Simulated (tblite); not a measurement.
Compound: C5H5Cl2O (doublet state).
Structure used (GFN2-xTB), in Å, numbered top down from 1:
```
atom  x, y, z in Å
C1     2.5533   -0.4549   -0.9011
C2     1.5383   -0.1570   -0.1621
C3     0.5147    0.1265    0.5907
C4    -0.8503   -0.4260    0.3952
Cl5   -0.9294   -1.5452   -0.9692
Cl6   -1.4128   -1.2434    1.8641
C7    -1.8320    0.8177    0.0891
O8    -1.8431    1.6746    1.0588
H9     3.1848   -1.3016   -0.6853
H10    2.8199    0.1363   -1.7623
H11    0.5783    0.8338    1.4081
H12   -2.8157    0.3187   -0.0470
H13   -1.5103    1.2210   -0.8966
```

Computed with GFN2-xTB (tblite): harmonic, unscaled wavenumbers at the GFN2-xTB geometry, gas phase. Against measured fundamentals such values can be off by several per cent, at times by over 20. One conformer, not necessarily the lowest. Open shells enter through the occupations alone, without spin polarisation, and single modes of such species can be off by tens of per cent.

Harmonic wavenumbers (cm⁻¹): 34.5, 91.1, 116.9, 167.7, 218.7, 248.2, 280.3, 296.4, 309.2, 369.5, 477.6, 501.5, 589.7, 645.8, 714.0, 779.7, 819.5, 857.5, 934.7, 983.9, 1104.9, 1147.8, 1169.5, 1269.7, 1280.7, 1388.0, 1409.3, 2036.1, 2672.7, 2733.4, 3041.0, 3079.5, 3088.4.

A = 1789, B = 1071, C = 960.5 MHz; mass 150.972 u (most abundant isotopes); point group C1, symmetry number 1; spin multiplicity 2.

Q: Zero-point energy?

A: Half the sum of the wavenumbers: 17429 cm⁻¹ = 49.83 kcal/mol.

Q: What is S at 400 K and 1 bar for an ideal gas of classical rigid rotors and harmonic oscillators?

A: Translation 42.43, rotation 30.42, vibration 36.44, spin (R ln 2) 1.38: S = 110.7 cal/(mol K).

Q: And Cp and H(400 K) − H(0)?

A: Cp = 41.62 cal/(mol K), of which vibrations give 33.67 (their classical limit is 33 R = 65.6); H(400 K) − H(0) = 10.60 kcal/mol without the zero-point energy, 7.42 from vibrations.

Q: What must be added to the electronic energy to get the Gibbs energy at 400 K and 1 bar?

A: ZPE + [H(400 K) − H(0)] − T·S = 49.83 + 10.60 − 44.27 = 16.16 kcal/mol.

Q: Blend soft modes into free rotors: weight 1/[1 + (100 cm⁻¹/ν̃)⁴] for the oscillator and the rest for a rotor with moment μB/(μ + B), μ = h/(8π²ν), B = 10⁻⁴⁴ kg m². What vibrational entropy results?

A: 33.66 cal/(mol K) in place of 36.44, which changes −T·S at 400 K by +1.11 kcal/mol.

Q: Which modes carry the vibrational entropy at 400 K?

A: 34.5 cm⁻¹: 6.14; 91.1 cm⁻¹: 4.21; 116.9 cm⁻¹: 3.72; 167.7 cm⁻¹: 3.02; 218.7 cm⁻¹: 2.51; 248.2 cm⁻¹: 2.28 cal/(mol K); the other 27 give 14.56 together.

Hindered rotation and anharmonicity are outside this model. Other conformers, if any are populated, would add a mixing term that is left out. The structure is chiral; the term R ln 2 for an equal mix with its mirror image is left out.

Time: 0.51 s. Hardware: one thread, Arm Neoverse V1 (aarch64), no GPU, on a shared host. The figure is for the frequency step alone.
